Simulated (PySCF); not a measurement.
ClGeH6NSi, SMILES Cl[SiH2][NH][GeH3]. Atoms are numbered in the order given.

```xyz
10

Si    -0.9595    -1.4901     0.0000
Cl     1.0928    -1.8655     0.0000
N     -1.1260     0.2241     0.0000
Ge     0.1973     1.5308     0.0000
H     -1.5369    -2.1436     1.2078
H     -1.5369    -2.1436    -1.2078
H     -2.0715     0.6004     0.0000
H     -0.5770     2.8649     0.0000
H      1.0728     1.4214    -1.2623
H      1.0728     1.4214     1.2623
```
Charge 0, spin multiplicity 1.

Geometry optimised at B3LYP-D3(BJ)/def2-SVP. A frequency run showed that this geometry is not a minimum. This is a generated structure with no PubChem entry under its InChIKey; it may be hypothetical. The values are those of a single conformer.

Computed with ωB97X/def2-TZVP run with PySCF.

Symmetry labels are those of the subgroup Cs that the program uses (full group Cs).

**Question.** List the valence orbital energies around the gap with their symmetry. (The exact figures need the calculation; the answer reports its results.)

**Answer.** 
```tsv
orbital	symmetry	energy (eV)
HOMO−7	A'	-13.57
HOMO−6	A"	-13.56
HOMO−5	A'	-12.78
HOMO−4	A"	-12.40
HOMO−3	A'	-12.06
HOMO−2	A'	-11.65
HOMO−1	A"	-11.39
HOMO	A"	-9.87
LUMO	A'	1.94
LUMO+1	A'	2.39
LUMO+2	A'	3.28
LUMO+3	A'	3.39
```
